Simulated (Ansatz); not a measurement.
Calculated with Ansatz (gas phase, PBE0-D4/def2-TZVP geometries, no zero-point term in ΔE). CBS: MP2 limit from def2 TZ/QZ plus the TZ coupled-cluster correction, frozen cores. This one scheme is used for every species, atoms too. Functionals use def2-TZVPP. No spin–orbit coupling; open shells (•) take unrestricted orbitals. Spin–orbit coupling would lower the free atoms: a little for C, S, Si. One conformer a species, not always the lowest.

Consider the atomization: `C[SiH2]SSC` → 2 C• + 8 H• + 2 S• + Si•.

**Question.** What is ΔE at CCSD(T)/CBS? (An estimate is asked.)

**Answer.** The calculation gave: +46.34 eV.

**Question.** What do these levels give: LDA (SPW92), r2SCAN-D4, HF/def2-QZVPP, MP2/CBS(def2), HF/cc-pV(D+d)Z, CCSD(T)/cc-pV(T+d)Z? (Best estimate.)

**Answer.** The calculation gave: LDA (SPW92) 52.46, r2SCAN-D4 46.50, HF/def2-QZVPP 34.19, MP2/CBS(def2) 46.68, HF/cc-pV(D+d)Z 33.41, CCSD(T)/cc-pV(T+d)Z 44.97 eV.

Largest T1 diagnostic among the species: 0.012.

From r2SCAN to r2SCAN0 (25 % exact exchange), in def2-TZVPP and without D4, ΔE moves by −0.49 eV: exact exchange takes away binding that semilocal exchange gives to molecules. The D4 term adds +0.58 eV with B3LYP and +0.31 eV with PBE0; it sums over pairs of atoms, weighted by their polarisabilities, and B3LYP, whose exchange is more repulsive, gets the larger term.

B3LYP here is the variant with VWN-RPA as its local correlation; programs differ in this.

For atomizations the MP2-based limit and the directly extrapolated one differ by several kJ/mol either way, and by 10 to 25 for some Ge, Se and Sn compounds, so smaller differences from it don't rank the levels.
